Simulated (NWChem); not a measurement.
Molecule: ZrNHCl$_{2}$; SMILES [Cl][Zr]([Cl])=[NH]

Results from NWChem. The geometry was optimised at PBE0/def2-SVP (def2 core potentials past Kr).

For level Hartree-Fock/STO-3G, non-relativistic:

```yaml
highest occupied level (eV): -8.12
orbital gap (eV): 11.54
dipole (D): 3.72
```

Q: How do the values read with level Hartree-Fock/3-21G, non-relativistic instead?

A: 
| Property | Value |
|---|---|
| highest occupied level (eV) | -11.06 |
| orbital gap (eV) | 10.43 |
| dipole (D) | 4.37 |
